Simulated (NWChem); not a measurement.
trimethylarsine (C$_{3}$H$_{9}$As); SMILES C[As](C)C

### Question
Give the equilibrium geometry at PBE-D3(BJ)/def2-SVP (NWChem) as a list of bonds and angles, with the point group.

### Answer
point group C3v; any orientation.
Bonds (Å): C1–As2 1.987, C1–H5 1.109, C1–H6 1.108, C1–H7 1.108, As2–C3 1.987, As2–C4 1.987, C3–H8 1.109, C3–H9 1.108, C3–H10 1.108, C4–H11 1.109, C4–H12 1.108, C4–H13 1.108. Bond angles (°): As2–C1–H5 111.5, As2–C1–H6 109.3, As2–C1–H7 109.4, H5–C1–H6 109.2, H5–C1–H7 109.1, H6–C1–H7 108.2, C1–As2–C3 96.6, C1–As2–C4 96.6, C3–As2–C4 96.6, As2–C3–H8 111.5, As2–C3–H9 109.3, As2–C3–H10 109.4, H8–C3–H9 109.2, H8–C3–H10 109.1, H9–C3–H10 108.2, As2–C4–H11 111.5, As2–C4–H12 109.4, As2–C4–H13 109.3, H11–C4–H12 109.1, H11–C4–H13 109.2, H12–C4–H13 108.2.
